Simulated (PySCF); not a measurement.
Species: C₃H₅ClN₂Si.
Structure used (GFN2-xTB), in Å, numbered top down from 1:
```
atom  x, y, z in Å
Si1    1.868    0.079    0.157
N2     0.127   -0.150    0.040
C3    -0.637   -1.268    0.200
N4    -1.905   -1.047    0.037
C5    -2.025    0.280   -0.250
C6    -0.781    0.835   -0.249
Cl7   -0.238    2.424   -0.529
H8     2.327    0.552   -1.145
H9     2.349   -1.261    0.479
H10    2.102    1.040    1.229
H11   -0.210   -2.220    0.438
H12   -2.976    0.735   -0.433
```

The calculation used TDDFT PBE0/def2-SVPD, vertical, gas phase, core orbitals frozen in the response (PySCF).

Transition dipole moments from the ground state, in atomic units and in the frame of the coordinates above (overall signs are arbitrary), for the states with f of 0.002 or more among the lowest 6:

| state | E (hartree) | μx | μy | μz |
| --- | --- | --- | --- | --- |
| S3 | 0.2257 | 0.294 | 0.940 | -0.167 |
| S6 | 0.2412 | -0.275 | 0.190 | -0.064 |

Question: Work out the oscillator strengths.

Answer: f = (2/3) ΔE |μ|² with ΔE in hartree (27.2114 eV).

| state | \|μ\|² (au) | \|μ\| (D) | f |
| --- | --- | --- | --- |
| S3 | 0.998 | 2.54 | 0.150 |
| S6 | 0.116 | 0.87 | 0.019 |

Question: The point group is Cs. Which irreducible representation does each state belong to?

Answer: The ground state is totally symmetric, so the direction of μ fixes the label. Polarised in the mirror plane, so A′: S3 and S6.

Question: Which bond between heavy atoms lies closest to the direction of the S3 transition dipole?

Answer: C6–Cl7, at 1° from it; next N2–C3 at 17°.

Question: What angle do the transition dipoles of S3 and S6 make?

Answer: |cos θ| = |μa·μb| / (|μa| |μb|) = 0.32, so θ ≈ 71° (taken between 0 and 90°, since the signs are arbitrary).

Question: How is the summed strength of these states shared among x, y and z?

Answer: (2/3) Σ ΔE μα² gives 0.025 for x, 0.139 for y and 0.005 for z, 0.169 in all.

Question: What peak molar absorption coefficient would the strongest computed level give as a lone Gaussian band 0.3 eV wide at half height?

Answer: ε(max) = 2.175×10⁸ f / FWHM, with the width in cm⁻¹. S3: 2.175×10⁸ × 0.1502 / 2420 ≈ 14000 L mol⁻¹ cm⁻¹.

Hardware: one thread, Arm Neoverse N1 (aarch64), shared host with 64 logical CPUs at a one-minute load of 46. Cost: 47 s wall (grids of density and orbitals included), 0.80 GiB resident at most.
